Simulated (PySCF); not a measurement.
C3H4ClF, SMILES C(=C(/C)F)/Cl. Heavy atoms are numbered as in [CH3:1]/[C:2]([F:3])=[CH:4]\[Cl:5]. Hydrogens are named by the atom that carries them.

The structure is a stationary point at PBE-D3(BJ)/def2-SVP.

These are PBE/pcSseg-1 run with PySCF values and carry that method's errors.

GIAO shieldings, no solvent; atoms alike by connectivity are averaged. δ = σ(ref) − σ: ¹³C against TMS (σ = 182.0 ppm); ¹⁹F against CFCl3 (σ = 133.6 ppm); ³⁵Cl against HCl (σ = 936.5 ppm); ¹H against TMS (σ = 31.49 ppm), references at their B3LYP-D3(BJ)/def2-TZVP geometries, non-relativistic (without spin–orbit terms, shifts of atoms bonded to Cl or Br come out too high).

```tsv
nucleus	atoms	count	δ (ppm)
¹³C	C2	1	174.2
¹³C	C4 (CH)	1	116.6
¹³C	C1 (CH3)	1	18.8
¹⁹F	F3	1	-114.4
³⁵Cl	Cl5	1	166.1
¹H	H on C4	1	6.31
¹H	H on C1	3	2.58
```
